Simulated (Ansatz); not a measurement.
Harmonic frequencies (cm⁻¹) at PBE0-D4/def2-TZVP from Ansatz: 45, 131, 169, 319, 371, 492, 508, 564, 603, 696, 766, 1006, 1034, 1155, 1380, 1952, 1968, 3739.

Each molecule was computed in one conformer, which needn't be the lowest.

Question: Which molecule is it?
A. `O[C](F)(F)[AlH2]`
B. `C[O][Al]([F])[F]`
C. `Br[SiH]1[CH2][GaH]1`
D. `C=C=C[SeH]`

Answer: A.
